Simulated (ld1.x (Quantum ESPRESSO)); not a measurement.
**An all-electron radial function and its pseudo partner (aluminium)**

Columns: radius, all-electron u(r) and pseudo u(r) of the 3p shell (level -5.80 eV) of aluminium in the configuration [Ne] 3s2 3p0.5; BP86, scalar-relativistic, PAW scheme, ld1.x (Quantum ESPRESSO) 7.5.

| r (bohr) | all-electron | pseudo |
| --- | --- | --- |
| 0.113 | 0.0961 | -0.0036 |
| 0.225 | 0.1988 | -0.0142 |
| 0.338 | 0.2375 | -0.0316 |
| 0.450 | 0.2207 | -0.0550 |
| 0.563 | 0.1686 | -0.0842 |
| 0.675 | 0.0982 | -0.1177 |
| 0.788 | 0.0190 | -0.1554 |
| 0.900 | -0.0608 | -0.1955 |
| 1.013 | -0.1386 | -0.2377 |
| 1.125 | -0.2108 | -0.2805 |
| 1.238 | -0.2773 | -0.3236 |
| 1.350 | -0.3366 | -0.3654 |
| 1.463 | -0.3897 | -0.4059 |
| 1.575 | -0.4356 | -0.4436 |
| 1.688 | -0.4754 | -0.4785 |
| 1.800 | -0.5085 | -0.5092 |
| 1.913 | -0.5358 | -0.5358 |
| 2.025 | -0.5571 | -0.5571 |
| 2.138 | -0.5734 | -0.5734 |
| 2.250 | -0.5846 | -0.5846 |
| 2.363 | -0.5916 | -0.5916 |
| 2.475 | -0.5946 | -0.5946 |
| 2.588 | -0.5942 | -0.5942 |
| 2.700 | -0.5907 | -0.5907 |
| 2.813 | -0.5846 | -0.5846 |
| 2.925 | -0.5762 | -0.5762 |

(1) How many radial nodes do the two functions have?

(2) At about which radius was the pseudo-wave matched?

(3) Where does each function peak?

(4) Is the pseudo-wave norm-conserving?

Answers

(1) The all-electron 3p function has n − l − 1 = 1; the pseudo-wave has 0, since the states of the same l below it are removed with the core.

(2) 2.00 bohr, where the columns begin to agree (steps of 0.11 bohr).

(3) Outermost all-electron maximum near 2.48 bohr, pseudo maximum near 2.48 bohr (to the table’s step).

(4) No, it belongs to a PAW set: the norm inside the radius is not constrained, and the difference is carried by the augmentation charge.
